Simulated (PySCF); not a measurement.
Lowest empty level (eV) of eight silicon and germanium compounds: PBE beside HF, computed with PySCF for isolated molecules in the bases named; differences from unrounded values. The eight are the first of their class met in an unordered collection, after screening for sound electronic states; none was chosen by its value. Each molecule has one DFT geometry for both levels.

| molecule | basis | HF |
|---|---|---|
| H8N2Si3, SMILES [SiH]1(N)[SiH2]N[SiH2]1 | def2-TZVP | 2.31 |
| CH10FNSi3, SMILES F[SiH2]C[SiH2]N[SiH3] | def2-TZVP | 2.87 |
| CH₉N₃Si, SMILES C([SiH](N)N)N | def2-TZVP | 3.27 |
| C₃H₆N₂Si, SMILES N#CC/C=N/[SiH3] | def2-TZVP | 2.71 |
| Si(F)(Cl)(vinyl)(NH2) (C₂H₅ClFNSi), SMILES C=C[Si](N)(F)Cl | def2-TZVP | 2.83 |
| C2H4FNSi, SMILES F[C@@H]1N=C[SiH2]1 | def2-TZVP | 2.38 |
| C2H5N3Si, SMILES N[SiH]1N=CC=N1 | def2-TZVP | 1.68 |
| CH₃ClFNSi₂, SMILES F[Si@]1(Cl)N=C[SiH2]1 | def2-TZVP | 2.34 |

Problem. Estimate the PBE values and say how PBE differs from HF over the set. (Estimate from the structure and the level; the computed values follow.)

Solution. 
| molecule | PBE | difference |
|---|---|---|
| H8N2Si3, SMILES [SiH]1(N)[SiH2]N[SiH2]1 | -1.40 | -3.72 |
| CH10FNSi3, SMILES F[SiH2]C[SiH2]N[SiH3] | -0.96 | -3.83 |
| CH₉N₃Si, SMILES C([SiH](N)N)N | -0.19 | -3.47 |
| C₃H₆N₂Si, SMILES N#CC/C=N/[SiH3] | -2.51 | -5.22 |
| Si(F)(Cl)(vinyl)(NH2) (C₂H₅ClFNSi), SMILES C=C[Si](N)(F)Cl | -1.94 | -4.78 |
| C2H4FNSi, SMILES F[C@@H]1N=C[SiH2]1 | -2.42 | -4.80 |
| C2H5N3Si, SMILES N[SiH]1N=CC=N1 | -3.21 | -4.89 |
| CH₃ClFNSi₂, SMILES F[Si@]1(Cl)N=C[SiH2]1 | -2.82 | -5.16 |
PBE lies below HF in 8 and above it in 0 of the eight; the mean signed difference is -4.48 and the largest -5.22 eV.
